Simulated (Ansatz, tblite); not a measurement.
Cost and result up the ladder for the cluster GeAu2⁻ (3 atoms). Total charge -1; doublet. Geometry: r2SCAN-D4/def2-TZVPD.

```csv
atom,x (Å),y (Å),z (Å)
Au1,0.826,-0.884,1.184
Au2,0.037,0.214,-1.679
Ge3,-0.862,0.670,0.495
```

Ansatz on 4 threads of AMD EPYC 7B13 on a shared host; xTB runs through tblite on one thread. Times are rough, summed over both states, and most runs start from the orbitals of an earlier one. PBE0-D4/def2-TZVPD serves as the yardstick here, not as an exact answer. The other state is a singlet.

In the def2 sets Au takes a core potential; there is no spin–orbit coupling. The xTB rows come from tblite. The structure comes from a short search, and lower isomers may exist.

Raw xTB energies of ions are shifted by several eV, and xTB has no spin-polarisation term.

| level | functions | wall time | vertical IE (eV) | difference from PBE0-D4/def2-TZVPD (eV) | remarks |
| --- | --- | --- | --- | --- | --- |
| GFN2-xTB | 27 | 0.005 s | 2.65 | 0.95 | – |
| PBE-D4/def2-TZVPD | 140 | 3.1 s | 1.70 | 0.00 | HOMO above zero (-1 doublet) |
| PBE0-D4/def2-TZVPD | 140 | 5.6 s | 1.70 | 0.00 | – |
| r2SCAN-D4/def2-TZVPD | 140 | 6.8 s | 1.80 | 0.10 | HOMO above zero (-1 doublet) |
